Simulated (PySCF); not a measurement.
This PySCF input asks for the NMR shieldings of SMILES S[SiH2]N[C@@H](CC=C)C, C$_{5}$H$_{13}$NSSi; the geometry comes from GFN2-xTB.

```python
import basis_set_exchange as bse
import numpy as np
from pyscf import gto, dft
from pyscf.prop import nmr

atoms = """
C    -3.459251    0.199429    0.228408
C    -2.287350    0.785570    0.385220
C    -1.080882    0.509867   -0.452774
C     0.110164    0.030422    0.391811
C    -0.180114   -1.331940    1.017586
N     1.302730    0.000762   -0.427584
Si    2.873780    0.202523    0.213670
S     4.210547    0.109077   -1.466161
H    -3.625006   -0.540519   -0.537648
H    -4.305739    0.435801    0.850402
H    -2.145790    1.525355    1.162898
H    -0.782824    1.429960   -0.963590
H    -1.314104   -0.243015   -1.209059
H     0.297314    0.754825    1.191202
H     0.657958   -1.645219    1.635263
H    -1.074365   -1.280843    1.632903
H    -0.335715   -2.077445    0.240213
H     1.182834   -0.596894   -1.234759
H     2.932489    1.535140    0.804373
H     3.414117   -0.813872    1.113331
H     3.600286    1.027960   -2.197223
"""
names = dict.fromkeys(["C", "N", "Si", "S", "H"], "pcSseg-1")
basis = {el: gto.basis.parse(bse.get_basis(n, elements=[el], fmt="nwchem")) for el, n in names.items()}
mol = gto.M(atom=atoms, basis=basis, charge=0, verbose=0)
mf = dft.RKS(mol, xc="PBE0")
mf.grids.level = 2
mf.grids.alignment = dft.numint.BLKSIZE   # the property module wants whole blocks of grid points
mf.conv_tol = 1e-9
mf.kernel()

calc = nmr.RKS(mf)   # GIAO
C = mf.mo_coeff
Co = C[:, mf.mo_occ > 0]
resp = mf.gen_response(singlet=True, hermi=2)
def vind(x):   # induced exchange potential for any number of trial vectors
    d = np.einsum("pi,xij,qj->xpq", C, 2 * x.reshape(-1, C.shape[1], Co.shape[1]), Co, optimize=True)
    return np.einsum("xpq,pi,qj->xij", resp(d - d.transpose(0, 2, 1)), C, Co, optimize=True).ravel()
mo1, _ = nmr.rhf.solve_mo1(calc, with_cphf=vind)
sigma = calc.kernel(mo1)
for i, s in enumerate(sigma):   # ppm
    w = np.linalg.eigvalsh((s + s.T) / 2)
    print("%2d %-2s iso %8.1f  s11 %8.1f  s22 %8.1f  s33 %8.1f" % (i, mol.atom_pure_symbol(i), w.mean(), *w))
```

**Question.** What does it print?

**Answer.** 
```
 0 C  iso     63.6  s11    -49.4  s22     83.1  s33    157.1
 1 C  iso     40.3  s11    -81.3  s22     45.4  s33    156.8
 2 C  iso    134.1  s11    112.1  s22    132.6  s33    157.6
 3 C  iso    136.3  s11    117.0  s22    133.9  s33    158.0
 4 C  iso    160.6  s11    145.5  s22    154.0  s33    182.4
 5 N  iso    202.9  s11    162.0  s22    188.2  s33    258.4
 6 Si iso    381.7  s11    336.0  s22    369.1  s33    439.9
 7 S  iso    741.2  s11    636.2  s22    707.1  s33    880.4
 8 H  iso     26.3  s11     22.6  s22     25.6  s33     30.7
 9 H  iso     26.4  s11     23.3  s22     25.3  s33     30.6
10 H  iso     25.7  s11     22.8  s22     25.0  s33     29.2
11 H  iso     29.0  s11     24.9  s22     29.2  s33     32.8
12 H  iso     30.0  s11     26.9  s22     30.1  s33     33.0
13 H  iso     29.1  s11     25.3  s22     29.5  s33     32.4
14 H  iso     30.4  s11     26.1  s22     29.2  s33     35.9
15 H  iso     30.2  s11     24.8  s22     29.6  s33     36.1
16 H  iso     31.2  s11     28.7  s22     29.1  s33     35.9
17 H  iso     31.6  s11     23.4  s22     33.1  s33     38.3
18 H  iso     26.5  s11     22.3  s22     25.4  s33     31.6
19 H  iso     26.4  s11     22.0  s22     25.3  s33     31.9
20 H  iso     31.4  s11     23.5  s22     28.4  s33     42.3
```

These numbers come from an equivalent density-fitted implementation of the same equations, which agrees with the script to about 0.01 ppm for H and up to a few tenths of a ppm for heavy atoms, so last digits may differ.

**Question.** Turn these shieldings into chemical shifts. Chemical shifts δ = σref − σ; TMS for ¹³C (σref 186.93) and ²⁹Si (σref 349.16) and ¹H (σref 31.72); NH3 for ¹⁵N (σref 267.73); CS2 for ³³S (σref 503.73), all at this level.

**Answer.** Averaging equivalent atoms: C 1: 146.6; C 0: 123.3; C 2: 52.9; C 3: 50.6; C 4: 26.3; N 5: 64.9; Si 6: -32.5; S 7: -238; H 10: 6.06; H 8: 5.43; H 9: 5.32; H 19: 5.28; H 18: 5.26; H 11: 2.76; H 13: 2.63; H 12: 1.72; H 14/15/16: 1.13; H 20: 0.33; H 17: 0.10 ppm. Experimental scales use liquid or dissolved standards, which lie at an offset from isolated NH3 (liquid NH3: subtract about 20 ppm).

Size and cost of the density-fitted run: 215 basis functions, 77 s wall time on 1 thread of an Arm Neoverse N1, shared host; peak memory 0.96 GiB.
